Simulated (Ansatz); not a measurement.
Isolated molecules relaxed with PBE0-D4/def2-TZVP in Ansatz; ΔE leaves out vibrations. CCSD(T)/CBS adds triple-zeta CCSD(T) − MP2 to the extrapolated MP2 energy (def2 sets, frozen cores). DFT in def2-TZVPP. For Br outer-core shells are correlated without core-valence functions, which leaves a few kJ/mol of doubt a bond. Scalar relativity is left out up to krypton. One conformer a species, not always the lowest.

Reaction (redistribution): `C[Si](O)(O)[SiH3]` + `ClC1(Br)C[SiH2]1` → `C[Si](O)(O)Br` + `[SiH3]C1(Cl)C[SiH2]1`

CCSD(T)/CBS gives -48.0 kcal/mol.

Problem. Another level gave -46.0 kcal/mol. Which?
A. B2PLYP/def2-TZVPP
B. SCS-MP2/def2-TZVPP
C. MP2/def2-TZVPP
D. PBE0-D4/def2-TZVPP

Solution. D. PBE0-D4 -46.0, MP2/def2-TZVPP -49.2, SCS-MP2/def2-TZVPP -48.2, B2PLYP -47.1 kcal/mol.

Largest T1 diagnostic among the species: 0.012.

The D4 term adds −0.8 kcal/mol with B3LYP and −0.4 kcal/mol with PBE0; it sums over pairs of atoms, weighted by their polarisabilities, and B3LYP, whose exchange is more repulsive, gets the larger term. From PBE to PBE0 (25 % exact exchange), in def2-TZVPP and without D4, ΔE moves by −3.1 kcal/mol. In def2-TZVPP, CCSD(T) changes the Hartree–Fock value by +4.6 kcal/mol (the triples alone add +0.7 kcal/mol) and MP2 by +2.3 kcal/mol.

B3LYP here is the variant with VWN-RPA as its local correlation; programs differ in this.
